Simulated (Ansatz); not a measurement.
`C=[N][Al]1[O][B]1C` + H₂ → `C[B]1[O][AlH]1` + `C=N` at 400 K and 1 bar (hydrogenolysis of the Al–N bond).

Gas-phase electronic energies from Ansatz, PBE0-D4/def2-TZVP geometries. CCSD(T)/CBS is the MP2 limit (def2-TZVPP, def2-QZVPP) plus CCSD(T) − MP2 in def2-TZVPP, frozen cores. This one scheme is used for every species. One conformer a species, not always the lowest.

| species | CCSD(T)/CBS energy (Eh) | H − E (kJ/mol) | S (J/(mol·K)) |
| --- | --- | --- | --- |
| `C=[N][Al]1[O][B]1C` | -475.84065 | 232.0 | 418.7 |
| H₂ | -1.17544 | 38.0 | 139.0 |
| `C[B]1[O][AlH]1` | -382.47448 | 158.9 | 338.5 |
| `C=N` | -94.52360 | 119.4 | 238.9 |

H − E and S are ideal-gas, rigid-rotor, harmonic terms from PBE0-D4/def2-TZVP, for one conformer and one mirror image of each species. For small species the MP2-based limit differs from directly extrapolated CCSD(T) by up to some mEh (0.8 for H₂); such offsets cancel only in part. 1 Eh = 2625.50 kJ/mol, R = 8.31446 J/(mol·K).

**Question.** By hand: ΔE, ΔH, ΔS and ΔG.

**Answer.** ΔE = (-382.47448) + (-94.52360) − (-475.84065) − (-1.17544) = 0.01801 Eh = 47.3 kJ/mol. Δ(H − E) = 158.9 + 119.4 − 232.0 − 38.0 = 8.3, so ΔH = 55.6 kJ/mol. ΔS = 338.5 + 238.9 − 418.7 − 139.0 = 19.7 J/(mol·K). ΔG = 55.6 − 400 × (19.7)/1000 = 47.7 kJ/mol.

**Question.** By hand: the equilibrium constant, and the temperature at which ΔG would vanish if ΔH and ΔS stayed fixed.

**Answer.** log₁₀ K = −ΔG/(RT ln 10) = -6.2. ΔG = 0 at ΔH/ΔS = 2822 K, far beyond where these terms or the molecules hold.

ΔH outweighs TΔS. A doubt of 5 kJ/mol in ΔE shifts log₁₀ K by 0.7 here. Other conformers and mirror images would add mixing entropy, several J/(mol·K) or more a flexible species. These are equilibria of isolated gas molecules and say nothing of rates. Largest T1 diagnostic: 0.016 (customary marks: 0.02 for closed shells, 0.045 for open ones).
